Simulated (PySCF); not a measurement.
## A survey of 17O NMR shifts

PySCF 2.14.0 with density-fitted response routines calculation with PBE0/pcSseg-1 with gauge-including orbitals and coordinates at the GFN2-xTB level; fast rotation and ring inversion assumed for equivalent nuclei, one computed conformer, no solvent, no relativistic terms.

Shieldings were converted by a linear fit to measured shifts: 17O: δ = 266.70 − 0.911σ (rms 10.7 ppm, 155 shifts, 12.2 ppm with the 3 outliers that the fit left out vs liquid water, solution or neat liquid). Occasional misses reach two or three times the rms, and more in compound classes unlike the fitted ones.

Task: Give the 17O shifts of `CC#C[P@@]1(=O)CC[C@H](C)C1`, `C/C(CO)=C(/OC=O)C(F)(F)F`, `C[S@@](=O)CO[SiH2]O`, `C#C[P@](=O)(C=C)CC(C)C`, `CSC[Si](O)(O)O`, `CC=[P@]1(C)C=CC(OC)=C1`, `CCCP1(=O)C=CCC=C1`, `CO[Si@H](Cl)O[SiH2][SiH3]`.

Result: 
```json
{"compound": "CC#C[P@@]1(=O)CC[C@H](C)C1", "environment": "P=O oxygen", "δ (ppm)": "78.8"}
{"compound": "[CH3:1]/[C:2]([CH2:3][OH:4])=[C:5](/[O:6][CH:7]=[O:8])[C:9]([F:10])([F:11])[F:12]", "environment": "O8: ester carbonyl oxygen", "δ (ppm)": "346.2"}
{"compound": "[CH3:1]/[C:2]([CH2:3][OH:4])=[C:5](/[O:6][CH:7]=[O:8])[C:9]([F:10])([F:11])[F:12]", "environment": "O6: ester alkoxy oxygen", "δ (ppm)": "187.5"}
{"compound": "[CH3:1]/[C:2]([CH2:3][OH:4])=[C:5](/[O:6][CH:7]=[O:8])[C:9]([F:10])([F:11])[F:12]", "environment": "O4: alcohol oxygen", "δ (ppm)": "-22.1"}
{"compound": "[CH3:1][S@@:2](=[O:3])[CH2:4][O:5][SiH2:6][OH:7]", "environment": "O7: oxygen bonded to Si, H", "δ (ppm)": "30.5"}
{"compound": "[CH3:1][S@@:2](=[O:3])[CH2:4][O:5][SiH2:6][OH:7]", "environment": "O5: oxygen bonded to C, Si", "δ (ppm)": "16.6"}
{"compound": "[CH3:1][S@@:2](=[O:3])[CH2:4][O:5][SiH2:6][OH:7]", "environment": "O3: S=O oxygen", "δ (ppm)": "-5.3"}
{"compound": "C#C[P@](=O)(C=C)CC(C)C", "environment": "P=O oxygen", "δ (ppm)": "26.8"}
{"compound": "CSC[Si](O)(O)O", "environment": "oxygen bonded to Si, H (×3)", "δ (ppm)": "9.1"}
{"compound": "CC=[P@]1(C)C=CC(OC)=C1", "environment": "ether oxygen", "δ (ppm)": "82.5"}
{"compound": "CCCP1(=O)C=CCC=C1", "environment": "P=O oxygen", "δ (ppm)": "43.4"}
{"compound": "[CH3:1][O:2][Si@H:3]([Cl:4])[O:5][SiH2:6][SiH3:7]", "environment": "O5: oxygen bonded to 2 Si", "δ (ppm)": "9.9"}
{"compound": "[CH3:1][O:2][Si@H:3]([Cl:4])[O:5][SiH2:6][SiH3:7]", "environment": "O2: oxygen bonded to C, Si", "δ (ppm)": "1.1"}
```
